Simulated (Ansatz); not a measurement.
`C[O][Ga]([OH])[CH2][SiH3]`. Charge 0, multiplicity 1. Correlated methods include outer-core shells of Ga, which these sets cover unevenly. Scalar relativity is left out up to krypton.

Cartesian coordinates in Å:
```
C 1.6916 -2.1639 0.8987
O 1.4313 -0.8628 0.4452
Ga -0.0272 -0.4213 -0.4873
O -1.1960 -1.7258 -0.8437
C -0.3174 1.4067 -1.0671
Si -1.2472 2.4590 0.1679
H 0.8567 -2.5902 1.4720
H 1.9223 -2.8532 0.0755
H 2.5623 -2.1380 1.5609
H -0.9408 -2.5880 -0.5094
H -0.8742 1.3783 -2.0076
H 0.6611 1.8561 -1.2572
H -2.5903 1.8767 0.4321
H -0.5046 2.5185 1.4555
H -1.4275 3.8477 -0.3354
```

Question: Give the diagnostics of a CCSD(T)/def2-TZVPP run (frozen core, Ansatz). (Estimate.)

Answer: Ansatz gave: T1 = 0.0135, largest single amplitude 0.022, largest double 0.019, (T) share of the correlation energy 3.7 %, 10 CCSD cycles. The RHF solution is stable towards an unrestricted one. T1 lies under the customary mark of 0.02 for closed shells.
